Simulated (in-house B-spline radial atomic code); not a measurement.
Ionising Ni VII (Ni6+) with different functionals

Computed with a B-spline radial code for spherical atoms: four-component Dirac-Coulomb Hamiltonian, Fermi nucleus of rms radius 3.7757 fm, spin-restricted, spherical fractional occupations for the functionals. The ionisation energy is the difference of two self-consistent energies, [Ar] 3d4 → [Ar] 3d3, without Breit or QED terms; ε is the level of the shell that loses the electron (mean over j). The electron is taken from both j subshells in proportion to 2j + 1, so the result is a j average, not the step between ground levels.

Hybrids are left out here: with spherical fractional occupations of an open shell their exact exchange keeps a self-interaction that integer-occupation calculations don't have.

| method | rung | ΔSCF (eV) | -ε(3d) (eV) |
| --- | --- | --- | --- |
| LDA VWN5 | LDA | 132.22 | 118.44 |
| relativistic LDA | LDA | 132.25 | 118.47 |
| LDA PW92 | LDA | 132.21 | 118.43 |
| LDA exchange-only | LDA | 130.14 | 116.39 |
| PBE | GGA | 131.91 | 118.13 |
| PBEsol | GGA | 131.87 | 118.09 |
| BLYP | GGA | 131.84 | 118.07 |
| RPBE | GGA | 131.83 | 118.06 |
| PW91 | GGA | 132.08 | 118.29 |
| BP86 | GGA | 131.98 | 118.20 |
| AM05 | GGA | 131.91 | 118.13 |
| OLYP | GGA | 132.45 | 118.64 |

Question: How do they compare with the NIST value?

Answer: NIST lists 132 eV ± 2 (tabulated theory, ground level to ground level). Errors run from -1.86 to +0.45 eV; all lie within about twice that uncertainty, so the table can't rank the methods.
